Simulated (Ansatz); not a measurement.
`[GeH3][CH]1[CH2][GaH]1` + `C[SiH2]O` → `C[SiH2][O][GeH3]` + `[CH2]1[CH2][GaH]1` at 700 K and 1 bar (ligand exchange at a Ge–C bond).

Gas-phase electronic energies from Ansatz, PBE0-D4/def2-TZVP geometries. CCSD(T)/CBS adds triple-zeta CCSD(T) − MP2 to the extrapolated MP2 energy (def2 sets, frozen cores). This one scheme is used for every species. For Ga, Ge outer-core shells are correlated without core-valence functions, which leaves a few kJ/mol of doubt a bond. Scalar relativity is left out up to krypton. One conformer a species, not always the lowest.

| species | CCSD(T)/CBS energy (Eh) | H − E (kJ/mol) | S (J/(mol·K)) |
| --- | --- | --- | --- |
| `[GeH3][CH]1[CH2][GaH]1` | -4080.30519 | 270.9 | 476.3 |
| `C[SiH2]O` | -405.96945 | 239.4 | 390.4 |
| `C[SiH2][O][GeH3]` | -2483.29571 | 301.9 | 513.1 |
| `[CH2]1[CH2][GaH]1` | -2002.97474 | 206.9 | 364.5 |

H − E and S are ideal-gas, rigid-rotor, harmonic terms from PBE0-D4/def2-TZVP, for one conformer and one mirror image of each species. 1 Eh = 2625.50 kJ/mol, R = 8.31446 J/(mol·K).

**Question.** By hand: ΔE, ΔH, ΔS and ΔG.

**Answer.** ΔE = (-2483.29571) + (-2002.97474) − (-4080.30519) − (-405.96945) = 0.00419 Eh = 11.0 kJ/mol. Δ(H − E) = 301.9 + 206.9 − 270.9 − 239.4 = -1.5, so ΔH = 9.5 kJ/mol. ΔS = 513.1 + 364.5 − 476.3 − 390.4 = 10.9 J/(mol·K). ΔG = 9.5 − 700 × (10.9)/1000 = 1.9 kJ/mol.

**Question.** By hand: the equilibrium constant, and the temperature at which ΔG would vanish if ΔH and ΔS stayed fixed.

**Answer.** log₁₀ K = −ΔG/(RT ln 10) = -0.1. ΔG = 0 at ΔH/ΔS = 872 K, though so small a ΔH makes that figure unsure.

TΔS isn't small against ΔH here. The sign of ΔG lies within the doubt. A doubt of 5 kJ/mol in ΔE shifts log₁₀ K by 0.4 here. Other conformers and mirror images would add mixing entropy, several J/(mol·K) or more a flexible species. Modes under 60 cm⁻¹, often nearly free rotors, make the harmonic entropy too high. These are equilibria of isolated gas molecules and say nothing of rates. Largest T1 diagnostic: 0.016 (customary marks: 0.02 for closed shells, 0.045 for open ones).
